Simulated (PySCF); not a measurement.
## A search over the determinants of AlPb⁺

Unrestricted PBE0; Al cc-pV(D+d)Z, Pb cc-pVDZ-PP with ECP60; scalar-relativistic core potentials (PySCF 2.14). Outer shells of the fragments: Al+ 3s2; Pb 5d10 6s2 6p2.

Followed along the bond (rough minima from three points):

```json
{"2Ms+1": "3", "unpaired": "σ ↑, π ↑", "⟨S²⟩ at the start": "2.01", "R at minimum (Å)": "3.07", "Te (eV)": "0.00"}
{"2Ms+1": "1", "unpaired": "σ ↑, π ↓", "⟨S²⟩ at the start": "1.01", "R at minimum (Å)": "3.04", "Te (eV)": "0.19"}
{"2Ms+1": "3", "unpaired": "π ↑↑", "⟨S²⟩ at the start": "2.01", "R at minimum (Å)": "2.72", "Te (eV)": "0.43"}
{"2Ms+1": "1", "unpaired": "π ↑↓", "⟨S²⟩ at the start": "1.01", "R at minimum (Å)": "2.72", "Te (eV)": "0.64"}
{"2Ms+1": "1", "unpaired": "none", "⟨S²⟩ at the start": "0.00", "R at minimum (Å)": "2.75", "Te (eV)": "1.22"}
```

Solutions found at the starting distance of 2.690 Å, counted from the lowest of them; the search is not exhaustive and high or unbound solutions are not listed, so other states can lie among these:

```csv
2Ms+1,unpaired,term,E (eV),⟨S²⟩,⟨Lz²⟩,μ (D)
3,"σ ↑, π ↑",³Π,0.00,2.01,1.00,-4.42
1,"σ ↑, π ↓",mixed,0.16,1.01,1.00,-4.43
3,π ↑↑,³Σ⁻,0.21,2.01,0.00,-5.62
1,π ↑↓,mixed,0.42,1.01,2.01,-5.48
1,none,mixed,1.00,0.00,2.00,-5.28
1,none,¹Σ⁺,1.01,0.00,0.00,-2.28
```

A term symbol is given only where ⟨S²⟩ and ⟨Lz²⟩ are close to those of a pure state; real π, δ and φ orbitals otherwise mix terms. A positive dipole points towards Pb; it is taken about the centre of mass and depends on that origin.

These are scalar-relativistic numbers at best; spin–orbit coupling would shift them, the dissociation energy most.
